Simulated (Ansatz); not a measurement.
Relaxation of Cl3FH3OTa (9 atoms, charge 0, multiplicity 1), to a largest force component of 0.03 eV/Å in at most 50 steps.

Method: RKS PBE0-D4/def2-SVP (Ansatz).

```xyz
9
Properties=species:S:1:pos:R:3
Ta -0.507 -0.516 -0.213
O 2.618 0.195 -0.201
H 2.800 0.239 0.746
F 0.024 -0.940 1.541
Cl -0.405 -0.394 -2.515
Cl -0.458 1.743 0.150
Cl -2.532 -1.532 -0.073
H 0.870 -1.603 -0.535
H 2.531 -0.770 -0.375
```

Q: Where does it end, and by what steps?

A: It converged. After 13 steps the energy has fallen by 0.629 eV; H3 moved furthest, 0.92 Å. Joined: Ta1–O2 (3.21 → 2.29 Å).

| step | energy less start (eV) | largest force component (eV/Å) | accepted |
| --- | --- | --- | --- |
| 0 | 0.0000 | 0.856 | yes |
| 1 | -0.0913 | 1.922 | yes |
| 2 | -0.1973 | 2.018 | yes |
| 3 | -0.3770 | 1.675 | yes |
| 4 | -0.5023 | 1.346 | yes |
| 5 | -0.5675 | 0.394 | yes |
| 6 | -0.5994 | 0.384 | yes |
| 7 | -0.6021 | 0.357 | yes |
| 8 | -0.5994 | 1.157 | no |
| 9 | -0.6106 | 0.195 | yes |
| 10 | -0.6228 | 0.261 | yes |
| 11 | -0.6271 | 0.244 | yes |
| 12 | -0.6288 | 0.079 | yes |
| 13 | -0.6291 | 0.020 | yes |

```xyz
9
Properties=species:S:1:pos:R:3
Ta -0.229 -0.557 -0.193
O 2.005 -0.058 -0.211
H 2.266 0.768 0.223
F 0.155 -1.131 1.563
Cl -0.245 -0.294 -2.498
Cl -0.081 1.734 0.338
Cl -2.361 -1.362 -0.083
H 0.781 -1.928 -0.600
H 2.649 -0.748 -0.013
```

Whether the end is a true minimum wasn't checked by a vibrational analysis.

Run time: 45 s on 4 threads of Arm Neoverse V1, with other jobs on the host, peak memory 0.34 GiB.
